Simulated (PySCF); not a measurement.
## Assignment exercise: C4H8BFO2

Bonds (- single, = double, # triple, : aromatic): C1-O2, O2-B3, B3-C4, C4=C5, C5-F6, B3-O7, O7-C8. C1 carries H9, H10, H11; C4 carries H12; C5 carries H13; C8 carries H14, H15, H16. Stereochemistry as in COB(/C=C/F)OC.

All values are calculated (PySCF 2.14): σ from GIAO-KT2/pcSseg-1, J: B3LYP/pcJ-1 (spin–dipole term only in couplings to heteroatoms), PBE0-D3(BJ)/def2-SVP geometry. No relativistic terms, gas phase, single conformer, equivalent nuclei averaged.

References, each an isolated molecule treated in the same way: TMS for 13C (σ = 183.22 ppm) and 1H (σ = 31.18 ppm).

(1) Assign these signals to the numbered atoms. 13C{1H} NMR (computed): δ 165.7 (d, J = 365.8 Hz), 90.5 (d, J = 8.3 Hz), 52.5.

(2) Assign these signals to the numbered atoms. 1H NMR (600 MHz, computed): δ 7.20 (dd, J = 96.0, 13.0 Hz, 1H), 4.92 (dd, J = 24.3, 13.0 Hz, 1H), 3.67 (s, 6H).

Results:

(1) 
| δ (ppm) | atoms | environment | reason |
| --- | --- | --- | --- |
| 165.7 | C5 | alkene CH | – |
| 90.5 | C4 | alkene CH | – |
| 52.5 | C1/C8 | methyl carbon bonded to O | the inductive effect lowers its shielding |

(2) 
7.20 → H13, hydrogen on an alkene CH: olefinic region
4.92 → H12, hydrogen on an alkene CH
3.67 → H9/H10/H11/H14/H15/H16, hydrogen on a methyl carbon bonded to O: its carbon carries O, hence the downfield position

A carbon bonded to boron is broadened by the quadrupolar boron nucleus and is often missing from a measured spectrum. C–F couplings over four or more bonds (about 3 Hz to the para carbon of a fluoroarene) are left out. Common functionals overestimate the size of one-bond C–F couplings by tens of Hz; these are unscaled. Multiplet labels drop couplings under 1 Hz and merge nearly equal ones. Unscaled 3J(H,H) at this level run about 10 % above measured values. Shifts are as computed. Against solution values, carbons near 30 ppm lie about +2 ppm off and those near 130 ppm about -5 ppm. Of 1313 compounds with measured shifts, 239 miss one by over three times the rms of a fit or turn the order of signals round; such compounds aren't used in these exercises.
